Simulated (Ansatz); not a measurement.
Mulliken charges of AlBrH$_{4}$Si (`[SiH3][AlH][Br]`) from ωB97M-V/def2-TZVPP in Ansatz (PBE0-D4/def2-TZVP geometry).

```tsv
atom	x (Å)	y (Å)	z (Å)	charge (e)
Si1	-0.907	0.502	-0.367	-0.069
Al2	1.147	-0.445	0.565	0.438
Br3	1.680	-2.561	-0.038	-0.224
H4	-1.889	-0.560	-0.716	-0.011
H5	-0.583	1.261	-1.609	-0.018
H6	-1.549	1.451	0.585	-0.018
H7	2.163	0.284	1.533	-0.098
```

Question: By hand: the dipole of these point charges (1 e Å = 4.8032 D).

Answer: Σ q r = (0.036, 0.274, 0.157) e Å, of length 0.318 e Å = 1.53 D.

Question: How does the dipole of the full density compare? (An estimate is asked.)

Answer: Computed: (-0.080, 0.241, 0.071) e Å, 1.27 D; the point charges give 1.20 times that, at 28° from its direction.

Point charges leave out the atoms' own dipoles, such as those of lone pairs, and Mulliken's split depends on the basis, so the two needn't agree.
